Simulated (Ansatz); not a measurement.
```yaml
crystal:
  periodic: [false, false, false]
  atoms:
    - {symbol: C, position_ang: [-0.814674, -0.623025, 0.578267]}
    - {symbol: N, position_ang: [0.386373, -0.311087, -0.143100]}
    - {symbol: C, position_ang: [1.314845, -1.410106, -0.166028]}
    - {symbol: Sn, position_ang: [0.895430, 1.441644, -1.042234]}
    - {symbol: N, position_ang: [-0.730309, 2.497024, -0.464441]}
    - {symbol: H, position_ang: [-0.625179, -0.785809, 1.650731]}
    - {symbol: H, position_ang: [-1.282025, -1.541967, 0.192556]}
    - {symbol: H, position_ang: [-1.552884, 0.175031, 0.485584]}
    - {symbol: H, position_ang: [1.637609, -1.699898, 0.845835]}
    - {symbol: H, position_ang: [2.213386, -1.148783, -0.733960]}
    - {symbol: H, position_ang: [0.875775, -2.305424, -0.632050]}
    - {symbol: H, position_ang: [-1.447671, 2.219486, 0.186951]}
    - {symbol: H, position_ang: [-0.850278, 3.458012, -0.743210]}
basis:
  gaussian: {orbitals: def2-TZVPP}
magnetization: {spin_polarized: true, initial_magnetization: 0}
hamiltonian: {xc: {name: M06-2X}}
output: {forces: true}
```

```sh
$ ansatz run in.yaml --threads 4 --pin off --events-out ev --progress --plain --max-ram 11315MiB
```

(1) How does Ansatz answer? (Estimate.)

Results:

(1) Computed: The program refused the input.
```
Error: YAML parse error: error: line 20 column 19: hamiltonian.xc: no functional is named "M06-2X"; the names, which are not case-sensitive, are SVWN5, SPW92, PBE, PBE0, PBEsol, revPBE, revPBE0, RPBE, rPW86-PBE, HSE06, wPBEh, LC-wPBE, HISS, HF, BLYP, B3LYP, B3LYP5, BHLYP, CAM-B3LYP, r2SCAN, r2SCANh, r2SCAN0, r2SCAN50, m-r2SCAN, B97, wB97, wB97X, wB97X-V, B97M-V, wB97M-V, B2PLYP, B2GP-PLYP, PBE0-DH, PBE-QIDH
18 |   gaussian: {orbitals: def2-TZVPP}
19 | magnetization: {spin_polarized: true, initial_magnetization: 0}
20 | hamiltonian: {xc: {name: M06-2X}}
21 | output: {forces: true}
```

HSE06 is defined as in plane-wave codes.
